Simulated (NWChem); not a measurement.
System meant: GaN2H5; SMILES [NH2][GaH][NH2]

NWChem input:

```
start job
memory heap 200 mb stack 900 mb global 1100 mb
geometry units angstroms noautoz
  Ga     0.000000     0.000000    -0.339920
  H      0.000000     0.000000    -1.897045
  N     -1.550826     0.000000     0.600430
  H     -2.464073     0.000000     0.165946
  H     -1.617346     0.000000     1.609926
  N      1.550826     0.000000     0.600430
  H      1.617346     0.000000     1.609926
  H      2.464073     0.000000     0.165946
end
basis spherical
  * library def2-svp
end
dft
  xc b3lyp
  iterations 4
  mulliken
end
task dft energy
```

End of the output:

```
    Atom       Charge   Shell Charges
 -----------   ------   -------------------------------------------------------
    1 Ga  31    30.83   2.00  2.00  1.94  0.62  0.27  5.99  5.84  1.11  0.65  7.77  2.04  0.59
    2 H    1     1.09   0.60  0.47  0.02
    3 N    7     7.17   1.97  0.69  0.43  2.24  1.82  0.02
    4 H    1     0.93   0.60  0.21  0.13
    5 H    1     0.94   0.60  0.21  0.13
    6 N    7     7.17   1.97  0.69  0.43  2.24  1.82  0.02
    7 H    1     0.94   0.60  0.21  0.13
    8 H    1     0.93   0.60  0.21  0.13

 center of mass
 --------------
 x =   0.00000000 y =   0.00000000 z =  -0.07363604

 moments of inertia (a.u.)
 ------------------
          95.445891600973           0.000000000000          -0.000000000000
           0.000000000000         398.512725908080           0.000000000000
          -0.000000000000           0.000000000000         303.066834307107

     Multipole analysis of the density
     ---------------------------------

     L   x y z        total         alpha         beta         nuclear
     -   - - -        -----         -----         ----         -------
     0   0 0 0     -0.000000    -25.000000    -25.000000     50.000000

     1   1 0 0     -0.000000     -0.000000     -0.000000     -0.000000
     1   0 1 0      0.000000      0.000000      0.000000      0.000000
     1   0 0 1      0.429108      0.214554      0.214554      0.000000

     2   2 0 0    -18.271668   -100.279726   -100.279726    182.287783
     2   1 1 0      0.000000      0.000000      0.000000      0.000000
     2   1 0 1      0.000000      0.000000      0.000000      0.000000
     2   0 2 0    -23.103552    -11.551776    -11.551776      0.000000
     2   0 1 1      0.000000      0.000000      0.000000      0.000000
     2   0 0 2    -20.790300    -41.574421    -41.574421     62.358543

 ------------------------------------------------------------------------
 dft energy failed                                                                                  0
 ------------------------------------------------------------------------
 ------------------------------------------------------------------------
  current input line :
    21: task dft energy
 ------------------------------------------------------------------------
 ------------------------------------------------------------------------
 This type of error is most commonly associated with calculations not reaching convergence criteria
 ------------------------------------------------------------------------
 For more information see the NWChem manual at https://nwchemgit.github.io

0:dft energy failed:Received an Error in Communication
```

### Question
Find the fault in this run and fix the input.

### Answer
Convergence was not reached. Cause: the SCF was allowed too few iterations. This input runs:
```
start job
memory heap 200 mb stack 900 mb global 1100 mb
geometry units angstroms noautoz
  Ga     0.000000     0.000000    -0.339920
  H      0.000000     0.000000    -1.897045
  N     -1.550826     0.000000     0.600430
  H     -2.464073     0.000000     0.165946
  H     -1.617346     0.000000     1.609926
  N      1.550826     0.000000     0.600430
  H      1.617346     0.000000     1.609926
  H      2.464073     0.000000     0.165946
end
basis spherical
  Ga library def2-svp
  H library def2-svp
  N library def2-svp
end
dft
  xc b3lyp
  iterations 150
  mulliken
end
task dft energy
```
It converges to -2037.11591 Ha (B3LYP/def2-SVP).
